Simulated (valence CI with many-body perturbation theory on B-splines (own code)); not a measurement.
E1 transitions of Ho62+

Computed by configuration interaction combined with many-body perturbation theory (CI+MBPT): three valence electrons over a frozen Dirac-Fock core [He], a basis of 11 s, 11 p, 9 d, 7 f, 5 g, 2 h, 1 i functions for each j, with the one-electron correlation potential Σ1, the two-electron term Σ2, the three-electron term Σ3, Breit, model QED; selected CI, second order for the rest (own B-spline code, finite nucleus).

No measured spectrum was set against this ion. As an estimate, large intervals hold to a few tenths of a per cent, small ones and those within an open d or f shell to about a per cent.

Lines 101 to 150 of 280 in falling wavelength, among levels below 756.31 Ry, chosen from the strongest by gf and those to the six lowest levels. Wavelengths and rates use the calculated energies. Electric multipoles are in the length gauge, E1 and E2 with the static RPA response of the core. Weak lines are less certain than strong ones. Lines between different terms over intervals too small for the method are left out, as are lines whose strength nearly cancels. The highest levels of a list are the least certain.

Levels are named by their leading jj configuration (3d3/2^4 stands for four electrons in 3d with j = 3/2), which in mixed levels can hold well under half, so a name can repeat and another be missing. Letters in brackets count levels of one name in rising energy.

```csv
λ vac (Å),Upper,Lower,A (s⁻¹),S (a.u.) with core polarisation,S without
10.26,(2s 2p3/2^2) J=3/2,(2s^2 2p3/2) J=3/2,7.28e+12,1.55e-02,1.55e-02
10.19,(2p1/2 2p3/2^2) J=5/2,(2s 2p1/2 2p3/2) J=5/2,3.26e+12,1.02e-02,1.02e-02
10.06,(2p1/2 2p3/2^2) J=3/2,(2s 2p1/2 2p3/2) J=3/2 [a],3.58e+12,7.18e-03,7.19e-03
9.878,(2p1/2 2p3/2^2) J=5/2,(2s 2p1/2 2p3/2) J=3/2 [a],6.96e+10,1.99e-04,1.99e-04
9.497,(2p1/2 2p3/2^2) J=1/2,(2s 2p1/2 2p3/2) J=3/2 [a],6.64e+10,5.61e-05,5.62e-05
5.791,(2s 2p3/2^2) J=3/2,(2s^2 2p1/2) J=1/2,3.70e+10,1.42e-05,1.42e-05
1.675,(2s 2p1/2 3s) J=1/2 [a],(2s 2p1/2 2p3/2) J=1/2,5.38e+12,2.50e-05,2.49e-05
1.670,(2s 2p1/2 3s) J=3/2,(2s 2p1/2 2p3/2) J=1/2,3.42e+12,3.14e-05,3.14e-05
1.670,(2s^2 3p1/2) J=1/2,(2s 2p1/2 2p3/2) J=3/2 [a],1.33e+12,6.09e-06,6.08e-06
1.665,(2p1/2 2p3/2 3s) J=5/2,(2p1/2 2p3/2^2) J=5/2,6.60e+13,9.02e-04,9.01e-04
1.664,(2s 2p1/2 3s) J=1/2 [b],(2s 2p1/2 2p3/2) J=1/2,5.16e+13,2.35e-04,2.34e-04
1.663,(2p1/2 2p3/2 3s) J=3/2 [b],(2p1/2 2p3/2^2) J=5/2,9.30e+13,8.44e-04,8.43e-04
1.656,(2s 2p3/2 3s) J=5/2,(2s 2p3/2^2) J=5/2,6.89e+13,9.27e-04,9.25e-04
1.655,(2s 2p1/2 3s) J=3/2,(2s 2p1/2 2p3/2) J=5/2,1.09e+14,9.72e-04,9.71e-04
1.653,(2s 2p1/2 3s) J=1/2 [a],(2s 2p1/2 2p3/2) J=3/2 [a],1.25e+14,5.57e-04,5.56e-04
1.651,(2s^2 3s) J=1/2,(2s^2 2p3/2) J=3/2,1.39e+14,6.18e-04,6.16e-04
1.651,(2s 2p3/2 3s) J=3/2 [a],(2s 2p3/2^2) J=5/2,1.07e+14,9.50e-04,9.48e-04
1.647,(2s 2p1/2 3s) J=3/2,(2s 2p1/2 2p3/2) J=3/2 [a],8.86e+12,7.82e-05,7.80e-05
1.641,(2s 2p1/2 3s) J=1/2 [b],(2s 2p1/2 2p3/2) J=3/2 [a],2.46e+12,1.07e-05,1.07e-05
1.591,(2s 2p1/2 3p1/2) J=1/2 [b],(2s^2 2p3/2) J=3/2,1.46e+12,5.79e-06,5.79e-06
1.591,(2s 2p1/2 3d3/2) J=3/2 [a],(2s 2p1/2 2p3/2) J=1/2,6.48e+12,5.15e-05,5.15e-05
1.586,(2p1/2 2p3/2 3d3/2) J=5/2 [a],(2p1/2 2p3/2^2) J=5/2,6.74e+13,7.96e-04,7.96e-04
1.584,(2p1/2^2 3d3/2) J=3/2,(2p1/2^2 2p3/2) J=3/2,1.77e+14,1.39e-03,1.39e-03
1.582,(2s 2p1/2 3d3/2) J=3/2 [b],(2s 2p1/2 2p3/2) J=1/2,1.12e+13,8.76e-05,8.77e-05
1.581,(2p1/2^2 3p1/2) J=1/2,(2s 2p1/2 2p3/2) J=3/2 [a],1.33e+12,5.19e-06,5.19e-06
1.581,(2s 2p1/2 3d3/2) J=1/2,(2s 2p1/2 2p3/2) J=1/2,8.86e+13,3.45e-04,3.46e-04
1.578,(2p1/2 2p3/2 3d3/2) J=3/2 [b],(2p1/2 2p3/2^2) J=5/2,1.35e+14,1.05e-03,1.05e-03
1.578,(2s 2p1/2 3d3/2) J=3/2 [a],(2s 2p1/2 2p3/2) J=5/2,4.77e+12,3.70e-05,3.70e-05
1.574,(2s 2p3/2 3d5/2) J=5/2 [a],(2s 2p3/2^2) J=3/2,7.46e+13,8.61e-04,8.62e-04
1.574,(2s 2p1/2 3d5/2) J=5/2 [a],(2s 2p1/2 2p3/2) J=3/2 [b],1.02e+14,1.18e-03,1.18e-03
1.572,(2s 2p1/2 3d3/2) J=5/2,(2s 2p1/2 2p3/2) J=5/2,1.78e+14,2.04e-03,2.04e-03
1.572,(2s 2p3/2 3d3/2) J=1/2 [b],(2s 2p3/2^2) J=1/2,3.34e+14,1.28e-03,1.28e-03
1.572,(2p1/2 2p3/2 3d5/2) J=3/2 [b],(2p1/2 2p3/2^2) J=1/2,9.55e+14,7.32e-03,7.32e-03
1.571,(2s 2p3/2 3d3/2) J=5/2 [a],(2s 2p3/2^2) J=5/2,9.02e+13,1.04e-03,1.04e-03
1.570,(2s 2p1/2 3d3/2) J=3/2 [a],(2s 2p1/2 2p3/2) J=3/2 [a],8.65e+13,6.61e-04,6.61e-04
1.570,(2s 2p3/2 3d3/2) J=3/2 [a],(2s 2p3/2^2) J=5/2,1.64e+14,1.26e-03,1.26e-03
1.569,(2s 2p3/2 3d5/2) J=3/2 [a],(2s 2p3/2^2) J=3/2,4.76e+14,3.63e-03,3.63e-03
1.569,(2s 2p3/2 3d5/2) J=3/2 [a],(2s 2p3/2^2) J=1/2,3.89e+14,2.97e-03,2.97e-03
1.569,(2s 2p1/2 3d3/2) J=3/2 [b],(2s 2p1/2 2p3/2) J=5/2,4.08e+13,3.11e-04,3.11e-04
1.568,(2s 2p3/2 3d5/2) J=1/2,(2s 2p3/2^2) J=1/2,7.57e+14,2.88e-03,2.88e-03
1.567,(2p1/2 2p3/2 3d5/2) J=5/2 [a],(2p1/2 2p3/2^2) J=5/2,3.03e+14,3.46e-03,3.46e-03
1.566,(2p1/2^2 3d5/2) J=5/2,(2p1/2^2 2p3/2) J=3/2,9.98e+14,1.14e-02,1.14e-02
1.566,(2s 2p1/2 3d5/2) J=5/2 [b],(2s 2p1/2 2p3/2) J=3/2 [b],8.10e+14,9.22e-03,9.22e-03
1.566,(2s^2 3d3/2) J=3/2,(2s^2 2p3/2) J=3/2,1.85e+14,1.40e-03,1.40e-03
1.566,(2s 2p1/2 3d5/2) J=3/2,(2s 2p1/2 2p3/2) J=3/2 [b],1.76e+14,1.34e-03,1.34e-03
1.566,(2s 2p1/2 3d5/2) J=3/2,(2s 2p1/2 2p3/2) J=1/2,7.84e+14,5.94e-03,5.95e-03
1.565,(2s 2p1/2 3d3/2) J=5/2,(2s 2p1/2 2p3/2) J=3/2 [a],2.06e+13,2.34e-04,2.34e-04
1.564,(2p1/2 2p3/2 3d5/2) J=5/2 [b],(2p1/2 2p3/2^2) J=5/2,5.29e+14,5.99e-03,6.00e-03
1.563,(2p1/2 2p3/2 3d5/2) J=3/2 [a],(2p1/2 2p3/2^2) J=3/2,6.88e+14,5.19e-03,5.19e-03
1.563,(2p1/2 2p3/2 3d5/2) J=5/2 [a],(2p1/2 2p3/2^2) J=3/2,7.02e+14,7.94e-03,7.95e-03
```
